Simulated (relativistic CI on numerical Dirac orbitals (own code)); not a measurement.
**Radial parameters of Au LIX**

Calculated at this level of theory: Dirac-Coulomb-Breit CI, orbitals from a KLI potential per configuration, a model potential for QED, unscaled Slater integrals (own radial code, finite nucleus).

Slater integrals F^k, G^k are unscaled and averaged over j, outside the closed core [Ne]; ζ comes from projecting the Hamiltonian with its Breit term on Σ l·s of the shell.

- 3s²3p⁶3d³: F^2(3d,3d) = 664010, F^4(3d,3d) = 429430, ζ(3d) = 327100 cm⁻¹; <r>(3d) = 0.1543, <r^2>(3d) = 0.02753 (bohr units).
- 3s²3p⁵3d⁴: ζ(3p) = 2.4634e+06, F^2(3d,3d) = 663200, F^4(3d,3d) = 428880, F^2(3p,3d) = 570660, G^1(3p,3d) = 600870, G^3(3p,3d) = 402910, ζ(3d) = 324770 cm⁻¹; <r>(3p) = 0.1725, <r^2>(3p) = 0.03455, <r>(3d) = 0.1544, <r^2>(3d) = 0.02759 (bohr units).
- 3s3p⁶3d⁴: F^2(3d,3d) = 662930, F^4(3d,3d) = 428700, G^2(3s,3d) = 467560, ζ(3d) = 326070 cm⁻¹; <r>(3s) = 0.1742, <r^2>(3s) = 0.03475, <r>(3d) = 0.1545, <r^2>(3d) = 0.02761 (bohr units).

**Question.** Give the Racah parameters of the d shell in 3s²3p⁶3d³.

**Answer.** B = F²/49 − 5F⁴/441 = 8682 cm⁻¹ and C = 35F⁴/441 = 34081 cm⁻¹.

Averages of the first 10 configurations, taken without configuration mixing, which lowers the lowest level and can move excited configurations by several eV; other configurations of the list can lie among them:

```
Configuration  Parity  States  Average energy above the lowest level (eV)
    3s²3p⁶3d³    even     120                                       187.8
    3s²3p⁵3d⁴     odd    1260                                       729.7
     3s3p⁶3d⁴    even     420                                      1286.2
  3s²3p⁶3d²4s    even      90                                      2496.0
  3s²3p⁶3d²4p     odd     270                                      2708.9
  3s²3p⁶3d²4d    even     450                                      2925.9
  3s²3p⁵3d³4s     odd    1440                                      3026.5
  3s²3p⁶3d²4f     odd     630                                      3076.6
  3s²3p⁵3d³4p    even    4320                                      3239.8
   3s3p⁶3d³4s    even     480                                      3586.0
```
